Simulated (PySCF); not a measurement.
**Orbital picture of LiHg**

UHF at R = 3.093 Å; basis Li def2-SVPD, Hg def2-SVPD with ECP60; scalar-relativistic core potentials; PySCF 2.14. State: ²Σ⁺ (doublet), unpaired electrons σ ↑. Only the outer orbitals are listed, counted within each symmetry, core potentials removing the inner ones.

```
spin  orbital  occ.  ε (eV)  on Li (%)   main shells (%)
   α       4σ     1  -16.96          0          100 Hg d
   α       2π     1  -16.93          0          100 Hg d
   α       2π     1  -16.93          0          100 Hg d
   α       1δ     1  -16.90          0          100 Hg d
   α       1δ     1  -16.90          0          100 Hg d
   α       5σ     1   -9.73          6           94 Hg s
   α       6σ     1   -4.81         89           86 Li s
   α       3π     0    0.53         85  85 Li p, 14 Hg p
   α       3π     0    0.53         85  85 Li p, 14 Hg p
   α       7σ     0    0.83         61  54 Li p, 39 Hg p
   β       4σ     1  -16.93          0          100 Hg d
   β       2π     1  -16.91          0          100 Hg d
   β       2π     1  -16.91          0          100 Hg d
   β       1δ     1  -16.90          0          100 Hg d
   β       1δ     1  -16.90          0          100 Hg d
   β       5σ     1   -9.42          2           98 Hg s
   β       6σ     0    0.62         86  84 Li s, 14 Hg p
   β       3π     0    1.07         71  72 Li p, 28 Hg p
   β       3π     0    1.07         71  72 Li p, 28 Hg p
```

Which are the highest filled and the lowest empty level, where do they sit, and how wide is the gap?

Highest filled α 6σ at -4.81 eV (in %: 86 Li s); lowest empty α 3π at 0.53 eV (in %: 85 Li p, 14 Hg p); the gap at UHF is 5.34 eV. An empty level above zero is unbound, and its energy depends on the basis.

The bond order (Mayer) is 0.17, the ⟨S²⟩ is 0.758 and the charge on Li (Mulliken, basis-dependent) is 0.03. The charge on Li (Löwdin, basis-dependent) is -0.18. The dipole moment (positive dipole means Li(−)Hg(+)) is 1.69 D, the polarisability along the bond is 368.6 bohr³ and the polarisability across the bond is 207.2 bohr³.

Spin–orbit coupling is left out. The state is the lowest determinant that a PBE0 search found; another state may lie lower at other levels.
